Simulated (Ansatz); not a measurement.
Molecule: C$_{4}$H$_{5}$OSi (charge 0, doublet). It need not be the lowest isomer of its formula. 
Coordinates optimised at B3LYP-D3(BJ)/def2-TZVP (Ansatz, a quantum-chemistry and plane-wave program):
```xyz
11

Si    -2.0713     0.2098     0.0295
C     -0.2221     0.0721    -0.0346
C      0.7487     0.8587    -0.7220
C      1.9891     0.4008    -0.4867
O      1.8773    -0.6868     0.3513
C      0.5523    -0.8575     0.6023
H     -2.5797    -0.8742     0.9010
H     -2.4803     1.5208     0.5826
H     -2.6545     0.0694    -1.3242
H      2.9817     0.6776    -0.7881
H      0.3042    -1.6803     1.2512
```
Charge 0, spin multiplicity 2.

Atomisation energy built up term by term with Ansatz (kcal/mol; UHF references for open shells; valence terms freeze the core; atomic spin-orbit terms are left out). CBS(X,Y): correlation extrapolated as X^-3; Hartree-Fock from the larger set.

The UHF reference is spin-contaminated (<S^2> 0.31 over the pure value in the largest basis). 

| term | basis | kcal/mol |
|---|---|---|
| Hartree-Fock | cc-pV(Q+d)Z | ? |
| CCSD correlation | CBS(cc-pV(T+d)Z,cc-pV(Q+d)Z) | 276.11 |
| (T) | CBS(cc-pV(T+d)Z,cc-pV(Q+d)Z) | ? |
| core correlation | cc-pwCVTZ | 4.47 |
| scalar relativity (X2C) | cc-pVTZ-DK against cc-pVTZ | -1.56 |
| sum: De |  | ? |

Problem. Some entries are withheld; supply them.

Solution. 
- Hartree-Fock, kcal/mol: 777.08
- (T), kcal/mol: 24.48
- sum: De, kcal/mol: 1080.6
